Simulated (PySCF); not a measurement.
Species: C₇H₄ClFO₃.
Cartesian coordinates in Å at the GFN2-xTB level; atoms count from 1:
```xyz
16
C7H4ClFO3 angstrom
C      3.4711   -0.4868    0.4808
C      2.2704    0.0380    0.3147
O      1.1718   -0.7855    0.2142
C     -0.0508   -0.3015    0.0490
O     -0.1650    1.0497   -0.0202
C     -1.3935    1.5575   -0.1869
F     -1.3313    2.8843   -0.2344
C     -2.5239    0.8600   -0.2930
C     -2.4951   -0.6073   -0.2291
O     -3.4807   -1.3036   -0.3168
C     -1.1335   -1.1201   -0.0463
Cl    -0.9056   -2.8194    0.0504
H      4.3367    0.1417    0.5607
H      3.6088   -1.5511    0.5392
H      2.0849    1.1001    0.2507
H     -3.4718    1.3530   -0.4262
```

Probes without a nucleus sit at each ring's centroid and 1 Å off its mean plane on both sides; NICS is minus the shielding there, NICSzz its component along the normal. Level: GIAO PBE0/pcSseg-1 (PySCF, non-relativistic, gas phase) on the GFN2-xTB geometry, one conformer.

Ring bond lengths (Å), with Mayer bond orders in brackets: C4–O5 1.358 (0.98), O5–C6 1.340 (1.03), C6–C8 1.332 (1.70), C8–C9 1.469 (1.05), C9–C11 1.466 (0.95), C11–C4 1.361 (1.43).

**Question.** Give the NICS values of each ring in ppm.

**Answer.** 
| ring | type | NICS(0) | NICS(1), two faces | NICS(1)zz, two faces | rms pucker (Å) | centre to ring atoms, mean (Å) |
| --- | --- | --- | --- | --- | --- | --- |
| C4–O5–C6–C8–C9–C11 | 6-membered ring with O; bonds drawn aromatic by RDKit's count | -3.8 | -4.4 / -4.4 | -5.4 / -5.4 | 0.00 | 1.39 |

**Question.** What do they say, and how far can they be read as aromaticity?

**Answer.** 
- C4–O5–C6–C8–C9–C11: mean NICS(1)zz -5.4 ppm, shielded. That is too small in size for a clear verdict by the NICS criterion.

**Question.** How equal are the bonds by HOMA? HOMA = 1 − mean of α(R − Ropt)² over the ring bonds, with Krygowski's 1993 parameters (CC: Ropt 1.388 Å, α 257.7 Å⁻²; CO: Ropt 1.265 Å, α 157.38 Å⁻²).

**Answer.** 
- C4–O5–C6–C8–C9–C11: HOMA -0.08; the largest term is that of C8–C9, α(R − Ropt)² = 1.69. The geometric and the magnetic index point the same way.

**Question.** At the second NICS(1) probe listed for ring C4–O5–C6–C8–C9–C11, 1 Å off the ring, what do the in-plane components average?

**Answer.** The isotropic value is a third of the trace: (3 × -4.4 − (-5.4))/2 = -3.9 ppm.

**Question.** List the ring angles and the Hirshfeld charges of the ring atoms.

**Answer.** 
- C4–O5–C6–C8–C9–C11: C4 121.9° (+0.155 e), O5 117.4° (-0.054 e), C6 126.1° (+0.176 e), C8 120.2° (-0.097 e), C9 111.9° (+0.105 e), C11 122.5° (-0.051 e); sum 720.0° against 720° for a flat convex ring.

**Question.** How shielded are the nuclei of the rings and their hydrogens (means over atoms taken as equivalent)?

**Answer.** 
| atoms | environment | σ isotropic (ppm) |
| --- | --- | --- |
| C4 | unsaturated ring carbon | 24.9 |
| O5 | ring oxygen | 118.1 |
| C6 | unsaturated ring carbon | 16.0 |
| C8 | unsaturated ring CH carbon | 87.8 |
| C9 | ring carbonyl carbon | 13.3 |
| C11 | unsaturated ring carbon | 72.0 |
| H16 | hydrogen on carbon | 25.76 |
